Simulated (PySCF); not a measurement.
Species: C6H10O.
Bonds: C1–C2, C2–O3 (double), C2–C4, C4–C5 (double), C5–C6, C5–C7. Hydrogens: H8, H9, H10 on C1; H11 on C4; H12, H13, H14 on C6; H15, H16, H17 on C7.

The same species was optimised twice, with GFN2-xTB and with PBE0-D3(BJ)/def2-SVP (PySCF), and the same property calculations (PySCF, gas phase) were run on both structures.

```json
{"coordinate": "C2–C4 (Å)", "GFN2-xTB": "1.465", "PBE0-D3(BJ)/def2-SVP": "1.482", "change": "+0.017"}
{"coordinate": "C4=C5 (Å)", "GFN2-xTB": "1.342", "PBE0-D3(BJ)/def2-SVP": "1.352", "change": "+0.010"}
{"coordinate": "C5–C6 (Å)", "GFN2-xTB": "1.491", "PBE0-D3(BJ)/def2-SVP": "1.495", "change": "+0.004"}
{"coordinate": "C1–C2 (Å)", "GFN2-xTB": "1.514", "PBE0-D3(BJ)/def2-SVP": "1.512", "change": "-0.002"}
{"coordinate": "C5–C7 (Å)", "GFN2-xTB": "1.496", "PBE0-D3(BJ)/def2-SVP": "1.498", "change": "+0.002"}
{"coordinate": "C2=O3 (Å)", "GFN2-xTB": "1.214", "PBE0-D3(BJ)/def2-SVP": "1.216", "change": "+0.002"}
{"coordinate": "C1–C2–C4 (°)", "GFN2-xTB": "113.4", "PBE0-D3(BJ)/def2-SVP": "114.7", "change": "+1.3"}
{"coordinate": "C2–C4–C5 (°)", "GFN2-xTB": "126.8", "PBE0-D3(BJ)/def2-SVP": "127.8", "change": "+1.0"}
{"coordinate": "C1–C2–O3 (°)", "GFN2-xTB": "121.4", "PBE0-D3(BJ)/def2-SVP": "120.6", "change": "-0.8"}
{"coordinate": "C4–C5–C7 (°)", "GFN2-xTB": "120.7", "PBE0-D3(BJ)/def2-SVP": "120.0", "change": "-0.7"}
{"coordinate": "O3–C2–C4 (°)", "GFN2-xTB": "125.2", "PBE0-D3(BJ)/def2-SVP": "124.8", "change": "-0.4"}
{"coordinate": "C6–C5–C7 (°)", "GFN2-xTB": "115.0", "PBE0-D3(BJ)/def2-SVP": "115.4", "change": "+0.4"}
{"coordinate": "C4–C5–C6 (°)", "GFN2-xTB": "124.2", "PBE0-D3(BJ)/def2-SVP": "124.6", "change": "+0.4"}
{"coordinate": "C1–C2–C4–C5 (°)", "GFN2-xTB": "-173", "PBE0-D3(BJ)/def2-SVP": "179", "change": "-8"}
```

Rotational constants: A = 5049, B = 1669, C = 1286 MHz (GFN2-xTB) against A = 5026, B = 1633, C = 1262 MHz (PBE0-D3(BJ)/def2-SVP).

On the GFN2-xTB structure: HOMO (eV) -6.94 [PBE0/pcSseg-1]; LUMO (eV) -1.26 [PBE0/pcSseg-1]; dipole (D) 3.01 [PBE0/pcSseg-1]; GIAO shielding of C1 (ppm) 151.4 [PBE0/pcSseg-1]; GIAO shielding of C2 (ppm) -14.2 [PBE0/pcSseg-1]; GIAO shielding of O3 (ppm) -304.1 [PBE0/pcSseg-1]; GIAO shielding of C4 (ppm) 59.8 [PBE0/pcSseg-1]; GIAO shielding of C5 (ppm) 18.6 [PBE0/pcSseg-1]; GIAO shielding of C6 (ppm) 165.0 [PBE0/pcSseg-1]; GIAO shielding of C7 (ppm) 156.3 [PBE0/pcSseg-1].

What do these properties become on the PBE0-D3(BJ)/def2-SVP structure?

```csv
property,level,on GFN2-xTB,on PBE0-D3(BJ)/def2-SVP,change
HOMO (eV),PBE0/pcSseg-1,-6.94,-6.98,-0.04
LUMO (eV),PBE0/pcSseg-1,-1.26,-1.33,-0.07
dipole (D),PBE0/pcSseg-1,3.01,3.00,-0.01
"energy, GFN2-xTB geometry as zero (kcal/mol)",PBE0/pcSseg-1,0.0,-0.5,-0.5
GIAO shielding of C1 (ppm),PBE0/pcSseg-1,151.4,149.8,-1.6
GIAO shielding of C2 (ppm),PBE0/pcSseg-1,-14.2,-15.1,-0.9
GIAO shielding of O3 (ppm),PBE0/pcSseg-1,-304.1,-302.3,+1.8
GIAO shielding of C4 (ppm),PBE0/pcSseg-1,59.8,57.2,-2.6
GIAO shielding of C5 (ppm),PBE0/pcSseg-1,18.6,17.5,-1.1
GIAO shielding of C6 (ppm),PBE0/pcSseg-1,165.0,164.7,-0.3
GIAO shielding of C7 (ppm),PBE0/pcSseg-1,156.3,154.2,-2.1
```

The heavy atoms differ by 0.049 Å rms after alignment. Among the bonds compared C2–C4 changes most (+0.017 Å). Changes are differences of the printed values. Neither structure is proved a minimum here.

Shape of the structure used: `[CH3:1][C:2](=[O:3])[CH:4]=[C:5]([CH3:6])[CH3:7]`: C1–C2–C4–C5 179°.
